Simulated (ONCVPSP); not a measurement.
**Pd (Z = 46), ONCV: configuration errors across variants**

palladium, optimised norm-conserving Vanderbilt (ONCV), made with ONCVPSP 4.0.1 (PBE, fully relativistic). Core [Ar] 3d10, reference 4s2 4p6 4d9 (charge +1). Waves: 4s: rc 1.55 bohr, ncon 5, nbas 10, qcut 7.8 1/bohr, 2 projectors, debl 1.9 Ha; 4p: rc 1.40 bohr, ncon 4, nbas 7, qcut 12.2 1/bohr, 2 projectors, debl 2.6 Ha; 4d: rc 1.35 bohr, ncon 4, nbas 8, qcut 7.6 1/bohr, 3 projectors, debl 1.4 Ha. Local part: polynomial inside 0.85 bohr (lpopt 4, dvloc0 0 Ha). Core correction: Teter function fitted to the true core (icmod 2), fcfact 0.6.

Open shells are filled in proportion to 2j + 1.

In the s channel the program set the typed energies aside and used -3.551, 0.250 Ha.

All-electron excitation energies from the reference (eV): (1) 4s2 4p6 4d10 -9.120; (2) 4s2 4p6 4d8 20.819; (3) 4s2 4p6 4d7 55.176; (4) 4s2 4p5 4d10 48.151.

2 further variants failed, have other tests or another functional or relativity, and are left out.

A true bound ghost makes a file unfit for plane-wave use even where its test errors are small: the radial tests pick states by their node count and pass the ghost by.

Errors AE − PS in meV (a dash: test not solved or not reliable):

```tsv
change	(1)	(2)	(3)	(4)	bound ghosts	GHOST(+) flags above zero
base	-0.4	+0.5	+4.5	-17	none	s, d5/2, d3/2
local potential polynomial inside 1.00 bohr (lpopt 5, dvloc0 6 Ha)	-0.7	+1.1	+5.9	-18	d5/2, d3/2	s, d5/2, d3/2
all radii but the core radius scaled by about 0.89 (s 1.38, p 1.24, d 1.20 bohr); local potential polynomial inside 0.76 bohr (lpopt 4, dvloc0 0 Ha)	-0.5	+0.6	+3.7	-7.2	d5/2, d3/2	s, d5/2, d3/2
p: rc 1.04	-0.3	+0.5	+4.4	-6.6	none	s, d5/2, d3/2
d: qcut 7	-0.4	+0.7	+5.7	-22	d5/2, d3/2	s
d: nbas 9	-0.4	+0.5	+4.9	-18	none	s, d5/2, d3/2
```

Question: Give the same row for: core correction polynomial model core, fcfact 0.5.

Answer: -0.3, +0.5, +4.5, -17; bound ghosts: none; GHOST(+) flags above zero: s, d5/2, d3/2.
